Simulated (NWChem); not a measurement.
# Lowest excitation of SeSn

```xyz
2

Sn     0.0000     0.0000     0.9594
Se     0.0000     0.0000    -1.4109
```
Charge 0, spin multiplicity 1.

Everything below was run with NWChem. The geometry was optimised at PBE/def2-SVP with def2 effective core potentials on Sn, a minimum by its harmonic frequencies.

Basis set: def2-SVPD.

```json
[
 {"method": "EOM-CCSD", "lowest vertical singlet excitation energy (eV)": "3.03", "relative cost": "1", "difference from EOM-CCSD": "0.00"},
 {"method": "TD-PBE", "lowest vertical singlet excitation energy (eV)": "2.82", "relative cost": "under 3", "difference from EOM-CCSD": "-0.21"},
 {"method": "CIS", "lowest vertical singlet excitation energy (eV)": "3.13", "relative cost": "under 3", "difference from EOM-CCSD": "+0.11"},
 {"method": "TDA-CAM-B3LYP", "lowest vertical singlet excitation energy (eV)": "2.78", "relative cost": "under 3", "difference from EOM-CCSD": "-0.25"},
 {"method": "TD-B3LYP", "lowest vertical singlet excitation energy (eV)": "2.75", "relative cost": "under 3", "difference from EOM-CCSD": "-0.27"}
]
```

The values span 0.38 eV, from TD-B3LYP (lowest) to CIS (highest). Costs are rough ratios of processor time within this set of runs, SCF included, with EOM-CCSD as 1.

Effective core potentials replace the inner electrons of Sn; spin-orbit coupling is left out. The correlated methods keep 13 core orbitals frozen. B3LYP has NWChem's definition, with VWN1-RPA local correlation. GW and range-separated runs recompute their integrals, the others keep them in memory, which bears on the times. The structure started from a generated list of species. Differences from the coupled-cluster row are differences between methods, not errors against experiment.
